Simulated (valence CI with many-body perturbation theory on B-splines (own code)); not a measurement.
Er¹⁹⁺: calculated level list

Method: configuration interaction combined with many-body perturbation theory (CI+MBPT): three valence electrons over a frozen Dirac-Fock core [Kr] 4d10, a basis of 8 s, 8 p, 9 d, 9 f, 6 g, 3 h, 2 i functions for each j, with the one-electron correlation potential Σ1 (screened to all orders), the two-electron term Σ2, the three-electron term Σ3, Breit, model QED; selected single and double excitations, second order for the rest, scaled by the run's own slope (own B-spline code, finite nucleus).

No measured levels were compared; by estimate terms of the open shell hold to a few per cent of their energy, and close levels can change places. Core correlation moves these levels by up to 42000 cm⁻¹, and in measured spectra 5 to 20 % of such shifts remained as error; rates that hang on mixing are uncertain with them.

Levels 1 to 45 of 64, with energies above the lowest level, 4f3 4I°_9/2. "Leading %" is the weight of the configuration and term that name the level; weights of strongly mixed levels are sums over their largest components and can fall short. In the jj column 3d3/2^4 stands for four electrons in 3d with j = 3/2.

```csv
No.,Configuration,Term,J,E (cm⁻¹),Leading %,Second component,Leading jj,g
1,4f3,4I°,9/2,0,90,9 % 4f3 2H°,4f5/2^3 (74 %),0.744
2,4f3,4I°,11/2,9378,97,,4f5/2^2 4f7/2 (91 %),0.967
3,4f3,4I°,13/2,18255,97,,4f5/2 4f7/2^2 (73 %),1.102
4,4f3,4I°,15/2,26603,93,7 % 4f3 2K°,4f5/2 4f7/2^2 (48 %),1.189
5,4f3,4F°,3/2,27137,79,16 % 4f3 2D°,4f5/2^3 (64 %),0.519
6,4f3,2H°,9/2,30191,49,29 % 4f3 2G°,4f5/2^2 4f7/2 (68 %),1.005
7,4f3,4F°,5/2,33183,92,7 % 4f3 2D°,4f5/2^2 4f7/2 (73 %),1.032
8,4f3,4S°,3/2,36347,78,15 % 4f3 2P°,4f5/2^2 4f7/2 (75 %),1.794
9,4f3,4F°,7/2,36551,69,28 % 4f3 2G°,4f5/2^2 4f7/2 (79 %),1.132
10,4f3,4G°,5/2,41591,94,5 % 4f3 2F°,4f5/2^3 (45 %),0.591
11,4f3,4F°,9/2,43032,67,25 % 4f3 2H°,4f5/2 4f7/2^2 (86 %),1.202
12,4f3,4G°,7/2,44552,53,26 % 4f3 2G°,4f5/2^2 4f7/2 (72 %),1.009
13,4f3,2H°,11/2,45007,83,12 % 4f3 4G°,4f5/2 4f7/2^2 (73 %),1.106
14,4f3,2K°,13/2,48333,95,,4f5/2^2 4f7/2 (64 %),0.939
15,4f3,2G°,7/2,51631,45,43 % 4f3 4G°,4f5/2 4f7/2^2 (72 %),0.968
16,4f3,2D°,3/2,53470,39,27 % 4f3 2P°,4f5/2 4f7/2^2 (67 %),1.106
17,4f3,4G°,9/2,53956,86,9 % 4f3 2H°,4f5/2 4f7/2^2 (76 %),1.148
18,4f3,2K°,15/2,56123,74,20 % 4f3 2L°,4f5/2^2 4f7/2 (62 %),1.048
19,4f3,2P°,1/2,58221,80,20 % 4f3 4D°,4f5/2^2 4f7/2 (74 %),0.527
20,4f3,4G°,11/2,61094,74,24 % 4f3 2H°,4f7/2^3 (38 %),1.221
21,4f3,2G°,9/2,62304,61,20 % 4f3 4F°,4f7/2^3 (81 %),1.132
22,4f3,2D°,5/2,62404,91,6 % 4f3 4F°,4f5/2 4f7/2^2 (67 %),1.187
23,4f3,4D°,5/2,67990,61,32 % 4f3 2D°,4f5/2^2 4f7/2 (64 %),1.274
24,4f3,4D°,3/2,68546,60,32 % 4f3 2D°,4f5/2^2 4f7/2 (76 %),1.086
25,4f3,2I°,11/2,70427,74,17 % 4f3 2H°,4f5/2^2 4f7/2 (60 %),0.980
26,4f3,2D°,3/2,73207,44,41 % 4f3 2P°,4f7/2^3 (57 %),1.080
27,4f3,4D°,1/2,73796,80,20 % 4f3 2P°,4f5/2 4f7/2^2 (74 %),0.132
28,4f3,2L°,15/2,75512,80,20 % 4f3 2K°,4f5/2 4f7/2^2 (50 %),0.965
29,4f3,2I°,13/2,77326,97,,4f5/2 4f7/2^2 (91 %),1.071
30,4f3,4D°,7/2,79274,96,4 % 4f3 2F°,4f5/2 4f7/2^2 (69 %),1.414
31,4f3,2L°,17/2,79752,100,,4f5/2 4f7/2^2 (100 %),1.057
32,4f3,2H°,9/2,81252,92,5 % 4f3 2G°,4f5/2 4f7/2^2 (48 %),0.924
33,4f3,2D°,3/2,87247,68,26 % 4f3 4D°,4f5/2 4f7/2^2 (58 %),0.938
34,4f3,2F°,5/2,88008,42,32 % 4f3 4D°,4f5/2 4f7/2^2 (76 %),1.095
35,4f3,2H°,11/2,89397,72,23 % 4f3 2I°,4f7/2^3 (53 %),1.060
36,4f3,2D°,5/2,100600,47,46 % 4f3 2F°,4f7/2^3 (69 %),1.038
37,4f3,2F°,7/2,102530,92,,4f5/2 4f7/2^2 (43 %),1.145
38,4f3,2G°,9/2,115610,97,,4f5/2 4f7/2^2 (69 %),1.104
39,4f3,2G°,7/2,118890,95,5 % 4f3 2F°,4f5/2 4f7/2^2 (51 %),0.899
40,4f3,2F°,7/2,161220,96,,4f5/2^2 4f7/2 (46 %),1.135
41,4f3,2F°,5/2,165690,100,,4f5/2 4f7/2^2 (86 %),0.856
42,4f2 5s,4H,7/2,346100,94,6 % 4f2 5s 2G,4f5/2^2 5s (92 %),0.679
43,4f2 5s,4H,9/2,350230,74,18 % 4f2 5s 2H,4f5/2^2 5s (80 %),0.969
44,4f2 5s,4F,3/2,359500,93,6 % 4f2 5s 2D,4f5/2^2 5s (78 %),0.424
45,4f2 5s,4H,11/2,360030,93,7 % 4f2 5s 2H,4f5/2 4f7/2 5s (94 %),1.128
```

Names give the largest LS component (configuration and term), which can be under half, so a name can repeat, a term be missing and a line seem to break the LS rules; names also repeat where a configuration has a term twice.

Where two levels of one J and parity lie close, their mixing, g and order are uncertain.

The ionisation energy to 4f2 3H_4 of the next ion comes out as 481.45 eV (NIST: 486 ± 25 eV (theoretical)). All 64 levels together are meant to be complete up to 425430 cm⁻¹.
